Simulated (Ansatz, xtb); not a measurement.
Relative energy of two isomers of C2H3FZn

Structure I: `C=[CH][Zn][F]`, a singlet. Structure II: `F/C=[CH]\[ZnH]`, a singlet. Both are isolated molecules in the gas phase, relaxed with B3LYP-D3(BJ)/def2-SVP.

Which of the two would you expect CCSD(T)/def2-TZVP electronic energies to favour?

Structure I; the calculation gives E(II) − E(I) = +32.8 kcal/mol.

The same difference at several levels:

| level | geometry | E(II) − E(I) (kcal/mol) | departure from the last row (kcal/mol) | job, with rough time for the two |
| --- | --- | --- | --- | --- |
| B3LYP-D3(BJ)/def2-SVP | B3LYP-D3(BJ)/def2-SVP | +25.6 | −7.2 | optimisation, 1.8 min |
| HF/def2-TZVP | B3LYP-D3(BJ)/def2-SVP | +31.7 | −1.1 | part of the CCSD(T) run |
| MP2/def2-TZVP | B3LYP-D3(BJ)/def2-SVP | +34.2 | +1.4 | part of the CCSD(T) run |
| CCSD(T)/def2-TZVP | B3LYP-D3(BJ)/def2-SVP | +32.8 |  | single point, 5.8 min |

As drawn, II has 1 C–F, 1 Zn–H in place of 1 F–Zn, 1 C–H.

None of the levels shown reverses the order. The largest departure from CCSD(T)/def2-TZVP is that of B3LYP-D3(BJ)/def2-SVP, 7.2 kcal/mol. Levels run at GFN2-xTB geometries aren't shown.

With harmonic frequencies from B3LYP-D3(BJ)/def2-SVP (ideal gas, rigid rotor, one conformer each, 298.15 K, 1 atm): on the last row, ΔE + ΔZPE = +30.9, ΔH = +30.7, ΔG = +31.0 kcal/mol.

The correlated steps freeze 8 core orbitals; the last core shell of Zn is correlated, in a basis made for valence electrons. Codes used: Ansatz 0.2.0; the last row on 2 threads of AMD EPYC (Zen 3) on a shared host.
